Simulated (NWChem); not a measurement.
System: Si2H2, singlet; SMILES [Si]=[SiH2]

Input file for NWChem:

```
start job
memory heap 200 mb stack 900 mb global 1100 mb
geometry units angstroms noautosym nocenter noautoz
  Si     0.171131     0.985458     0.000000
  Si    -0.242773    -1.192096     0.000000
  H      1.556384     1.579824     0.000000
  H     -0.898896     2.046764     0.000000
end
basis spherical
  Si library def2-svp
  H library def2-svp
end
dft
  xc m06-2x
  iterations 150
end
cosmo
  do_cosmo_smd true
  solvent meg
end
task dft energy
```

Low-valent species are run as closed-shell singlets; no triplet was tried in these runs. Structure relaxed at the PBE-D3(BJ)/def2-SVP level. Solvent: ethylene glycol.

Level: M06-2X/def2-SVP with SMD (1 M gas to 1 M solution), gas-phase geometry. Reactions with the solvent are ignored.

Give the results of this calculation. (M06-2X/def2-SVP, SMD on the gas-phase geometry.) Quantities: solvation free energy (kcal/mol); cavity-dispersion-structure term (kcal/mol); dipole in solution (D).


```yaml
solvation free energy (kcal/mol): -1.3
cavity-dispersion-structure term (kcal/mol): 0.4
dipole in solution (D): 0.24
```
